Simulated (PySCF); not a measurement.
C₂H₃O₃, SMILES COC([O])=O, multiplicity 2. Atoms are numbered in the order given.

```xyz
8

C     -0.0413     1.8107     0.0000
O      0.6873     0.5729     0.0000
C      0.0104    -0.5594     0.0000
O      0.6438    -1.6490     0.0000
O     -1.2292    -0.6599     0.0000
H     -1.1248     1.6335     0.0000
H      0.2473     2.3730     0.8986
H      0.2473     2.3730    -0.8986
```
Charge 0, spin multiplicity 2.

Coordinates come from a B3LYP-D3(BJ)/def2-SVP optimisation. The geometry has at least one imaginary mode, so it is a saddle point at that level. The isomer is the one that the SMILES or the coordinates give; other isomers of the formula were not compared.

Computed with B3LYP/pcH-1 run with PySCF.

Unrestricted Kohn–Sham, ⟨S²⟩ = 0.756. Hyperfine tensors hold the contact and dipolar terms, without spin-orbit corrections.

Computed hyperfine couplings:
```csv
nucleus,A(iso) (MHz),A(iso) (G),dipolar principal values (MHz)
13C no. 1,12.9,4.6,"-1.9, -1.4, 3.3"
17O no. 2,10.7,3.8,"-5.1, 0.9, 4.2"
13C no. 3,-39.9,-14.2,"-10.3, 0.9, 9.5"
17O no. 4,-34.7,-12.4,"-195.8, 94.8, 101.0"
17O no. 5,-29.3,-10.5,"-147.6, 71.8, 75.8"
1H no. 6,1.0,0.3,"-4.8, -1.7, 6.6"
1H no. 7,1.1,0.4,"-1.3, -1.2, 2.6"
1H no. 8,1.1,0.4,"-1.3, -1.2, 2.6"
```

Problem. And the g tensor (effective nuclear charges for spin-orbit coupling, GIAO)? (Estimate from the structure and the level; the computed values follow.)

Solution. principal values 2.0047, 2.0069, 2.0225; isotropic 2.0114.
